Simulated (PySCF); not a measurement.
Compound: C3H2BF2 (charge +1).
SMILES with atom numbers: `[F:1][B:2]([F:3])[c:4]1[cH:5][cH+:6]1` (hydrogens: H7 on C5; H8 on C6)

The calculation used PySCF, PBE0-D3(BJ)/def2-SVP geometry optimisation, gas phase.

**Question.** List the bond lengths, angles and torsions at this level.

**Answer.** 
```json
{"bond": "F1–B2, B2–F3", "length (bohr)": "2.439", "order": "single"}
{"bond": "B2–C4", "length (bohr)": "3.012", "order": "single"}
{"bond": "C4–C5, C4–C6", "length (bohr)": "2.598", "order": "aromatic"}
{"bond": "C5–C6", "length (bohr)": "2.555", "order": "aromatic"}
{"bond": "C5–H7, C6–H8", "length (bohr)": "2.067", "order": "single"}
```

Bonds in one row agree within 0.02 bohr and their mean is given. Orders are formal, as drawn. A selection of angles:
```json
{"angle": "F1–B2–F3", "degrees": "125.3"}
{"angle": "F1–B2–C4", "degrees": "117.2"}
{"angle": "B2–C4–C5", "degrees": "150.8"}
{"angle": "B2–C4–C6", "degrees": "150.3"}
{"angle": "C5–C4–C6", "degrees": "58.9"}
{"angle": "C4–C5–C6", "degrees": "60.5"}
{"angle": "C4–C5–H7", "degrees": "148.4"}
{"angle": "C6–C5–H7", "degrees": "151.1"}
```

Torsions: F1–B2–C4–C5 89° (synclinal).

The C–C distances run from 1.352 Å (C5–C6, drawn aromatic) to 1.375 Å (C4–C5, drawn aromatic), a spread of 0.023 Å. C5 (unsaturated ring CH carbon) has angles 151.1°, 148.4° and 60.5°, sum 360.0°, 0.00 Å off the plane of its three neighbours. B2 (three-coordinate boron) is planar (angles 125.3°, 117.5° and 117.2°, sum 360.0°, 0.00 Å off the plane of its three neighbours). The 3-membered ring C4–C5–C6 has internal angles of 58.9° to 60.5°. C4 (unsaturated ring carbon) has angles 150.8°, 150.3° and 58.9°, sum 360.0°, 0.00 Å off the plane of its three neighbours.

Point group: C2v (every atom within 0.08 Å of its image). PBE0-D3(BJ)/def2-SVP frequencies: not computed here.

Time: 46 s wall; peak memory 0.38 GiB. Hardware: one thread of an Intel Xeon Platinum 8259CL at 2.50 GHz, shared host with 96 logical CPUs at a one-minute load of 75. These figures are those of the optimisation.

One conformer stands for the species.
